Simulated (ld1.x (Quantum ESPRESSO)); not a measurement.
# Varying the TM potential for chromium (Cr)

Base potential:

ld1.x (Quantum ESPRESSO) 7.5 input, shortened:

```
&input
   title='Cr', zed=24., rel=1, dft='PZ', iswitch=3,
   config='[Ar] 3d5 4s1 4p0'
 /
 &inputp
   pseudotype=2, tm=.true., lloc=-1, rcloc=0.95,
   nlcc=.false.
 /
3
3S  1  0   2.00   0.00  1.10  1.10  0.0
3P  2  1   6.00   0.00  1.35  1.35  0.0
3D  3  2   5.00   0.00  2.20  2.20  0.0
 &test
   configts(1)='3s2 3p6 3d5 4s1 4p0'
 /
```

Occupied shells without a wave of their own: 4s. They enter only through the test configuration that unscreens the potential.

All-electron outer shells of the reference configuration (LDA (PZ), scalar-relativistic, ld1.x):

| shell | level (eV) | outermost node (bohr) | outermost maximum (bohr) |
| --- | --- | --- | --- |
| 2s | -665.48 | 0.09 | 0.24 |
| 2p | -560.31 | – | 0.20 |
| 3s | -73.56 | 0.36 | 0.78 |
| 3p | -45.35 | 0.33 | 0.80 |
| 4s | -4.20 | 1.12 | 2.74 |
| 3d | -3.13 | – | 0.84 |
| 4p | -1.08 | 1.25 | 3.85 |

Cutoffs, loose and tight: the cutoffs (Ry, on a coarse ladder) from which the occupation-weighted sum of valence levels, in a spherical-Bessel basis at the reference potential, stays within 10 and 1 mRy of its value at 400 Ry. They do not see the model core or the augmentation charge, which bear on the density cutoff. Test errors are all-electron minus pseudo excitation energies from the reference, over the configurations 3s2 3p6 3d5 4s0 4p0; 3s2 3p6 3d4 4s0 4p0; 3s2 3p6 3d3 4s0 4p0; 3s2 3p5 3d5 4s1 4p0; 3s2 3p6 3d4 4s1 4p1; 3s2 3p6 3d5.5 4s0.5 4p0; 3s2 3p6 3d6 4s0 4p0 (two spin-polarised tests are not counted in the largest error). A dash means not determined; rows that change the core or the reference have their own tests.

```csv
change,outcome,"cutoff, loose","cutoff, tight",bound ghosts,largest test error (meV)
base,generated,110 Ry,160 Ry,none,-291
wave 3p (bound): rc 1.35 bohr becomes 3p (bound): rc 1.10 bohr,generated,110 Ry,160 Ry,none,-288
wave 3p (bound): rc 1.35 bohr becomes 3p (bound): rc 1.30 bohr,generated,110 Ry,160 Ry,none,-291
wave 3p (bound): rc 1.35 bohr becomes 3p (bound): rc 1.54 bohr,generated,110 Ry,160 Ry,none,-288
wave 3p (bound): rc 1.35 bohr becomes 3p (bound): rc 1.80 bohr,generated,110 Ry,160 Ry,none,-288
wave 3p (bound): rc 1.35 bohr becomes 3p (bound): rc 1.96 bohr,generated,110 Ry,160 Ry,none,-289
```

What comes out with this change to the base: wave 3p (bound): rc 1.35 bohr becomes 3p (bound): rc 0.94 bohr?

outcome: generated; cutoff, loose: 120 Ry; cutoff, tight: 200 Ry; bound ghosts: none; largest test error (meV): -288.

Reading the sweep of the p radius (base included, trends over the rows without a ghost): The loose cutoff stays near 110 Ry. The median size of the test errors (rows with all tests solved) stays near 161.1 meV.
